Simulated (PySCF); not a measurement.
A single-point calculation

[BiI2]+ (singlet). PySCF 2.14.0, RKS PBE0, Bi def2-SVP with ECP60, I def2-SVP with ECP28; non-relativistic Hamiltonian with scalar-relativistic core potentials where named; density fitting; no spin-orbit coupling. Purpose: singlet excitations, Tamm-Dancoff PBE0.

```python
mol = gto.M(atom='''
Bi    -0.00000    -0.00000    -0.98311
I      2.15762    -0.00000     0.69503
I     -2.15762     0.00000     0.69503''',
    basis={'Bi': 'def2-SVP', 'I': 'def2-SVP'},
    ecp={'Bi': 'def2-SVP', 'I': 'def2-SVP'},
    charge=1, spin=0)
mf = dft.RKS(mol, xc='PBE0')
mf.grids.atom_grid = (50, 194)
mf = mf.density_fit()  # fitting sets: Bi def2-universal-JKFIT, I def2-universal-JKFIT
mf.conv_tol = 1e-08; mf.max_cycle = 55
mf.kernel(dm0)  # dm0: converged density of the relaxed state
td = mf.TDA(); td.nstates = 8; td.kernel()
```

Run from Python with OMP_NUM_THREADS=2; the lines above give its settings. Where DIIS fails, smearing, a level shift and second-order steps follow.
It took 4.7 s on 2 threads of Intel(R) Xeon(R) 6975P-C (Granite Rapids) (shared host), from an already converged density.

Question: Where do the frontier levels lie, over both spins?

Answer: HOMO -12.52 eV, LUMO -9.49 eV. 

Question: What are the Mulliken charges and spins?

Answer: 
```tsv
atom	charge (e)	spin (e)
Bi1	0.781	0.000
I2	0.109	0.000
I3	0.109	0.000
```

Question: Which singlet excitations follow (Tamm-Dancoff, 8 states)?

Answer: 
```
state    eV  oscillator strength
    1  1.85               0.0000
    2  2.05               0.0001
    3  2.78               0.0717
    4  3.48               0.0012
    5  3.61               0.0190
    6  4.01               0.0000
    7  4.04               0.0363
    8  4.09               0.0140
```
Functionals without range separation put charge-transfer states too low; the basis has no diffuse functions.

The geometry was relaxed with r2SCAN (Bi def2-SVP with ECP60, I def2-SVP with ECP28).
